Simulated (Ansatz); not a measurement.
Start from `F[SiH](Br)Br` and change one element to get `[F][SnH]([Br])[Br]`.

Ansatz, PBE0-D4/def2-TZVP geometries, multiplicity 1. 

Elements past krypton have def2 core potentials. Scalar relativity is left out up to krypton. Spin–orbit coupling is left out; it splits and shifts lone-pair levels of the heavy atoms by tenths of an eV.

```json
{"property": "HOMO–LUMO gap (ωB97M-V/def2-TZVPP) / eV", "`F[SiH](Br)Br`": "12.48"}
{"property": "LUMO energy (PBE/def2-TZVPP) / eV", "`F[SiH](Br)Br`": "-1.41"}
{"property": "HOMO energy (PBE/def2-TZVPP) / eV", "`F[SiH](Br)Br`": "-7.55"}
{"property": "HOMO–LUMO gap (PBE/def2-TZVPP) / eV", "`F[SiH](Br)Br`": "6.14"}
{"property": "HOMO–LUMO gap (B3LYP/def2-TZVPP) / eV", "`F[SiH](Br)Br`": "7.82"}
{"property": "HOMO energy (ωB97M-V/def2-TZVPP) / eV", "`F[SiH](Br)Br`": "-11.02"}
```

Task: What does the change do to each property? (Estimate.)

Result: Computed: 
| property | `[F][SnH]([Br])[Br]` | shift |
| --- | --- | --- |
| HOMO–LUMO gap (ωB97M-V/def2-TZVPP) / eV | 10.65 | -1.83 |
| LUMO energy (PBE/def2-TZVPP) / eV | -3.30 | -1.89 |
| HOMO energy (PBE/def2-TZVPP) / eV | -7.61 | -0.06 |
| HOMO–LUMO gap (PBE/def2-TZVPP) / eV | 4.30 | -1.84 |
| HOMO–LUMO gap (B3LYP/def2-TZVPP) / eV | 5.89 | -1.93 |
| HOMO energy (ωB97M-V/def2-TZVPP) / eV | -11.10 | -0.08 |

With PBE0 the HOMO falls by 0.07 eV and the LUMO falls by 1.94 eV, so the gap narrows by about 1.87 eV. PBE moves the HOMO by -0.06 eV and ωB97M-V by -0.08 eV.

Positive LUMOs are unbound, so they and the gaps depend on the basis.

B3LYP here is the variant with VWN-RPA as its local correlation; programs differ in this.
